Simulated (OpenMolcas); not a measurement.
# Cu2+: moving or changing the point charges

Cu2+ among 4 point charges of -1 e arranged as a square (D4h), 1.71 Å from the ion.

```
Program             : OpenMolcas 26.06
Method              : CASSCF
Basis               : ANO-RCC-VDZP [5s4p2d1f]
Scalar Hamiltonian  : DKH2, point nucleus
Active space        : 9 electrons in 5 orbitals (3d)
State averaging     : 2S+1 = 2 even, 5 roots
Spin-orbit coupling : RASSI with atomic mean-field integrals over the reference wave functions
```

Runs around this geometry, states (labels of D4, the rotations of D4h). Energies in cm-1 above the lowest state or level, χT in cm3 K/mol.

| R (Å) | q (e) | Ground state | First state of that spin | First gap with spin-orbit (degeneracies) | χT at 300 K |
| --- | --- | --- | --- | --- | --- |
| 1.71 | -0.8 | 2B1 | 2B2 2683 | 3087 (2, 2) | 0.815 |
| 1.6 | -1 | 2B1 | 2B2 4287 | 4577 (2, 2) | 0.675 |
| 1.71 | -1 | 2B1 | 2B2 3299 | 3657 (2, 2) | 0.749 |
| 1.8 | -1 | 2B1 | 2B2 2680 | 3098 (2, 2) | 0.814 |

Taking the first state of the same spin as R^-n, n = -ln(2680 / 4287) / ln(1.8 / 1.6) = 4.0 between the shortest and longest distance.

Scaling the charges by -0.8 / -1 = 0.80 scales the first state of the same spin by 2683 / 3299 = 0.81; with fixed orbitals a first-order splitting would follow the charge.

This is an electrostatic model: the charges have no orbitals. No measured value stands beside these numbers.
